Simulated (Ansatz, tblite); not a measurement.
Removing and adding an electron: `c1sc(-c2sc(-c3sc(-c4sc(-c5sc(-c6sc(-c7sc(-c8scc9c8OCCO9)c8c7OCCO8)c7c6OCCO7)c6c5OCCO6)c5c4OCCO5)c4c3OCCO4)c3c2OCCO3)c2c1OCCO2`. The state is a singlet with charge 0. Geometry: PBE-D4/def2-SVP. Ansatz, gas phase; energy differences of separate SCF runs; the oxidised species was run as a doublet alone; the reduced species was run as a doublet alone.

Cartesian coordinates in Å:
```
C -14.158 0.663 -0.338
S -13.332 1.947 0.492
C -11.749 1.361 -0.007
C -10.527 2.025 0.346
S -8.953 1.475 -0.212
C -8.104 2.771 0.627
C -6.671 2.850 0.585
S -5.694 1.386 0.508
C -4.182 2.290 0.481
C -2.904 1.656 0.390
S -1.392 2.566 0.392
C -0.417 1.102 0.261
C 1.009 1.134 0.175
S 1.981 -0.314 -0.073
C 3.492 0.592 -0.076
C 4.746 -0.089 -0.223
S 4.943 -1.732 0.384
C 6.598 -1.846 -0.206
C 7.403 -3.015 -0.028
S 9.082 -3.102 -0.561
C 9.274 -4.746 0.044
C 10.497 -5.481 -0.101
S 10.678 -7.145 0.445
C 12.321 -7.236 -0.114
C 12.721 -6.047 -0.694
C 11.690 -5.054 -0.686
O 11.862 -3.801 -1.206
C 13.002 -3.730 -2.066
C 14.203 -4.420 -1.429
O 13.957 -5.813 -1.233
C 8.082 -5.180 0.626
C 7.038 -4.218 0.583
O 5.794 -4.452 1.099
C 5.781 -5.578 1.980
C 6.546 -6.750 1.375
O 7.924 -6.418 1.185
C 6.959 -0.641 -0.813
C 5.926 0.340 -0.835
O 6.080 1.549 -1.452
C 7.213 1.573 -2.319
C 8.430 0.947 -1.650
O 8.192 -0.433 -1.366
C 3.234 1.955 0.097
C 1.847 2.251 0.225
O 1.373 3.521 0.408
C 2.361 4.511 0.118
C 3.698 4.133 0.744
O 4.199 2.916 0.193
C -1.250 -0.020 0.225
C -2.633 0.288 0.297
O -3.608 -0.670 0.277
C -3.084 -1.974 0.539
C -1.807 -2.219 -0.258
O -0.781 -1.301 0.126
C -4.458 3.658 0.556
C -5.846 3.976 0.600
O -6.299 5.263 0.594
C -5.282 6.191 0.968
C -3.982 5.908 0.224
O -3.478 4.612 0.557
C -9.018 3.592 1.290
C -10.371 3.176 1.120
O -11.427 3.832 1.689
C -11.062 5.129 2.164
C -9.743 5.069 2.926
O -8.674 4.656 2.075
C -11.904 0.212 -0.783
C -13.267 -0.183 -0.970
O -13.614 -1.281 -1.709
C -12.502 -2.149 -1.938
C -11.265 -1.365 -2.359
O -10.850 -0.476 -1.320
H -15.250 0.587 -0.316
H 12.913 -8.148 0.015
H 13.207 -2.655 -2.233
H 12.768 -4.208 -3.046
H 15.091 -4.343 -2.087
H 14.439 -3.932 -0.455
H 4.718 -5.843 2.141
H 6.234 -5.298 2.959
H 6.520 -7.627 2.051
H 6.088 -7.035 0.400
H 6.984 1.026 -3.263
H 7.402 2.637 -2.563
H 9.314 0.986 -2.317
H 8.666 1.494 -0.708
H 1.985 5.467 0.531
H 2.479 4.618 -0.986
H 3.576 4.033 1.848
H 4.461 4.911 0.542
H -3.872 -2.697 0.253
H -2.874 -2.085 1.628
H -2.019 -2.116 -1.348
H -1.412 -3.236 -0.067
H -5.106 6.139 2.068
H -5.664 7.200 0.717
H -4.155 5.976 -0.875
H -3.197 6.636 0.507
H -11.885 5.470 2.822
H -10.970 5.836 1.307
H -9.842 4.365 3.785
H -9.469 6.069 3.316
H -12.809 -2.854 -2.736
H -12.277 -2.733 -1.015
H -10.413 -2.046 -2.554
H -11.482 -0.788 -3.288
```

The xTB rows come from tblite. Single mean-field runs in def2-SVP are fitted with def2-universal-jkfit.

**Question.** Estimate orbital energies and vertical ionisation energies and electron affinities at: GFN1-xTB; GFN2-xTB; PBE-D4/def2-SVP; PBE0-D4/def2-SVP.

**Answer.** 
```
           level  −HOMO (eV)  vertical IE (eV)  −LUMO (eV)  vertical EA (eV)  HOMO–LUMO gap (eV)  IE − EA (eV)                       remarks
        GFN1-xTB        9.45             10.58        8.13              7.00                1.32          3.58                             –
        GFN2-xTB        8.95             10.06        7.70              6.61                1.25          3.45                             –
 PBE-D4/def2-SVP        3.42              4.56        2.08              1.06                1.34          3.51  HOMO above zero (-1 doublet)
PBE0-D4/def2-SVP        4.22              5.00        1.70              1.00                2.52          3.99                             –
```

   A HOMO above zero means that the electron is unbound at that level or that self-interaction error raises the level; the energy of removing that electron tells which. Raw xTB energy differences between charge states are shifted by several eV; the methods need an empirical correction for them. Sets without diffuse functions give affinities that are too small.
